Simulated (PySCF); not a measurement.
A structure optimised at B3LYP-D3(BJ)/def2-SVP, used in a PySCF frequency run:

```
O
Si 1 1.6165
F 2 1.5956 1 109.53
F 2 1.5967 3 108.30 1 -121.51
F 2 1.5974 3 108.38 4 -117.09
Si 1 1.6630 2 147.31 3 172.17
H 6 1.4782 1 108.24 2 128.43
H 6 1.4789 7 113.03 1 -120.45
Cl 6 2.0677 7 109.22 8 -121.51
```

Write its SMILES and formula.

F[Si](F)(F)O[SiH2]Cl, ClF₃H₂OSi₂

What are its rotational constants (standard atomic weights)?

2.6203, 0.82658, 0.75307 GHz
